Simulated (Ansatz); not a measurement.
`O[SiH2]CC[SiH3]` + `[SiH3]/C=C/Br` → `O[SiH2]/C=C/[SiH3]` + `[SiH3]CCBr`  (redistribution)

Isolated molecules relaxed with PBE0-D4/def2-TZVP in Ansatz; ΔE leaves out vibrations. CCSD(T)/CBS is the MP2 limit (def2-TZVPP, def2-QZVPP) plus CCSD(T) − MP2 in def2-TZVPP, frozen cores. Double bonds are as drawn, so ΔE can hold a change between cis and trans. DFT in def2-TZVPP. B3LYP here is the variant with VWN-RPA as its local correlation; programs differ in this. For Br outer-core shells are correlated without core-valence functions, which leaves a few kJ/mol of doubt a bond. Scalar relativity is left out up to krypton. Each species was taken in one conformer, which may not be the lowest.

```
             level  ΔE (kJ/mol)
          B3LYP-D4         -4.7
     HF/def2-TZVPP        -22.1
SCS-MP2/def2-TZVPP         -7.4
CCSD(T)/def2-TZVPP         -6.6
    MP2/def2-QZVPP         -4.7
      HF/CBS(def2)        -22.1
     MP2/CBS(def2)         -5.2
    CCSD/CBS(def2)         -9.8
```

Q: What does CCSD(T)/CBS give? (Estimate.)

A: The calculation gave: -7.8 kJ/mol. The listed levels differ from it by 3.1, -14.3, 0.4, 1.2, 3.1, -14.3, 2.6, -2.0 kJ/mol.

Largest T1 diagnostic among the species: 0.012.

The D4 term adds +5.0 kJ/mol with B3LYP and +2.8 kJ/mol with PBE0; it sums over pairs of atoms, weighted by their polarisabilities, and B3LYP, whose exchange is more repulsive, gets the larger term. In def2-TZVPP, CCSD(T) changes the Hartree–Fock value by +15.5 kJ/mol (the triples alone add +1.9 kJ/mol) and MP2 by +18.1 kJ/mol.
